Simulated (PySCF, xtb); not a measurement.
HO3S, SMILES O=[S](=O)O (connectivity only; charge and spin as stated), charge -1, multiplicity 1.

GFN2-xTB in xtb at its own geometry gives an orbital gap of 5.43 eV.

The structure is a stationary point at PBE0-D3(BJ)/def2-SVPD. The multiplicity is an assumed one; other spin states were not compared. The isomer is the one that the SMILES or the coordinates give; other isomers of the formula were not compared. Other conformers were not sampled.

### Question
What does HF/def2-TZVPD in PySCF give? (Estimate from the structure and the level; the computed values follow.)

### Answer
gap 9.86 eV (levels -4.97 and 4.88 eV).
